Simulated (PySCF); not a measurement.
GaH2IO2, SMILES [OH][Ga]([OH])[I]. Atoms are numbered in the order given.

```xyz
6

Ga    -0.0023     1.1252     0.0000
I     -0.0055    -1.3619     0.0000
O     -1.5540     1.9939     0.0000
H     -1.4380     2.9547     0.0000
O      1.4911     2.1015     0.0000
H      2.3065     1.5827     0.0000
```
Charge 0, spin multiplicity 1.

Coordinates come from a B3LYP-D3(BJ)/def2-SVP optimisation. The structure was generated by enumeration; whether it is a known compound was not checked. The def2 effective core potentials stand for the cores of I; spin–orbit coupling is left out. The values are those of a single conformer.

All values below come from M06-2X/def2-TZVP run with PySCF.

Symmetry labels are those of the subgroup Cs that the program uses (full group Cs).

Question: List the valence orbital energies around the gap with their symmetry. (An estimate is asked for; the answer gives what the named calculation found.)

Answer: 
```csv
orbital,symmetry,energy (eV)
HOMO−7,A',-15.30
HOMO−6,A',-12.82
HOMO−5,A',-11.67
HOMO−4,A",-11.60
HOMO−3,A",-10.92
HOMO−2,A',-10.59
HOMO−1,A",-9.27
HOMO,A',-9.18
LUMO,A',-0.74
LUMO+1,A",-0.13
LUMO+2,A',1.55
LUMO+3,A',1.80
```
